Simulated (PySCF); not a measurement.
Another site gives an ion 53402.58 eV lower (`O=[CH][GeH3]`) at the level PBE-D3(BJ)/def2-TZVP // TPSSh-D3(BJ)/def2-TZVP (PySCF).

```xyz
9

C      1.8069    -0.0756    -0.1965
C      0.3658    -0.0058    -0.0430
C     -0.8332     0.0766     0.0907
C     -2.2624     0.1161     0.2437
O     -2.9058     1.1334     0.3985
H      2.0817    -0.8232    -0.9448
H      2.2143     0.8915    -0.5002
H      2.2716    -0.3603     0.7516
H     -2.7564    -0.8732     0.2108
```

Charge 0, multiplicity 1.

Give the Mulliken and meta-Löwdin atomic charges from PBE-D3(BJ)/def2-TZVP // TPSSh-D3(BJ)/def2-TZVP (PySCF).


```
atom  Mulliken (e)  meta-Löwdin (e)
----  ------------  ---------------
C1           -0.41            -0.35
C2            0.05             0.02
C3            0.03            -0.11
C4           -0.02             0.24
O5           -0.22            -0.35
H6            0.16             0.15
H7            0.16             0.15
H8            0.16             0.16
H9            0.08             0.09
```
